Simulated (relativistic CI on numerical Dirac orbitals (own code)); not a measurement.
Line list: Forbidden lines, Zr IX

These numbers are calculated, not measured: Dirac-Coulomb-Breit CI, separate exchange-only KLI orbitals for each configuration, model QED (radiative potential, 1s self-energy scaled to tabulated hydrogen-like ionisation energies), unscaled Slater integrals (own radial code, finite nucleus).

Configuration list (outside the closed core [Ar] 3d10): 4s²4p², 4s4p³, 4p⁴, 4s²4p4d, 4s4p²4d, 4s²4p4f, 4s4p²4f, 4s²4p5s, 4p³4d, 4s²4p5p, 4s4p4d², 4s²4d5p, 4s²4d², 4s4d³, 4s4d²4f, 4p²4d², 4p4d³, 4p4d²4f, 4p4d²5s, 4s²4f², 4s4d4f², 4s4f³, 4s²4d5s, 4s4d²5s, 4s4d4f5s. Double excitations out of closed p, d and f shells are left out; levels of such configurations are missing from the list, as are those of other unlisted configurations, and high levels can miss mixing partners. These lack a partner that the ground configuration has and come out too high: 4s²4p5p.

```
λ vac (nm)              Lower              Upper  Type   A (s⁻¹)        gf  Branching (%)
    56.376     4s4p³ ⁵S°2 [6]  4s²4p4d ³F°4 [18]    E2  1.83e+01  7.85e-09           15.5
    77.875     4s4p³ ³D°2 [8]  4s²4p4d ³F°4 [18]    E2  2.25e+01  1.84e-08           19.0
    80.414     4s4p³ ³D°3 [9]  4s²4p4d ³F°4 [18]    M1  6.09e+00  5.31e-09            5.1
    104.01    4s4p³ ³P°2 [12]  4s²4p4d ³F°4 [18]    E2  4.58e+01  6.69e-08           38.7
    171.94     4s²4p² ³P1 [2]     4s²4p² ¹S0 [5]    M1  7.18e+02  3.18e-07           97.3
    340.84     4s²4p² ³P1 [2]     4s²4p² ¹D2 [4]    M1  6.96e+01  6.06e-07           51.5
    466.15     4s²4p² ³P2 [3]     4s²4p² ¹D2 [4]    M1  6.51e+01  1.06e-06           48.1
    923.48     4s²4p² ³P0 [1]     4s²4p² ³P1 [2]    M1  2.12e+01  8.15e-07          100.0
    927.45  4s²4p4d ³F°3 [17]  4s²4p4d ³F°4 [18]    M1  2.49e+01  2.88e-06           21.0
    1267.9     4s²4p² ³P1 [2]     4s²4p² ³P2 [3]    M1  5.26e+00  6.33e-07           98.9
```

Terms are leading LS components. Brackets give the number of a level in order of energy, since labels repeat. The list gives strong lines, with weight on those to low levels, among the lowest 200 of 1729 levels, so that lines to higher ones, which can be the strongest, are missing. Levels whose partners in the same complex of configurations lie outside the list can be far off, and so can their lines. Rates are taken at the computed energies, electric ones in the length gauge.

At this charge configurations can still be misplaced by up to about 7 % of their energy.

(1) From the table, what is the radiative lifetime of 4s²4p4d ³F°4?

Answers

(1) The listed rates from this level add up to about 1.18e+02 s⁻¹, 99 % of its decay; with all channels τ = 8.44e-03 s.

LS names give the leading component of a level, which can be under half, so a name can repeat, a term be missing and a line seem to break the LS rules.
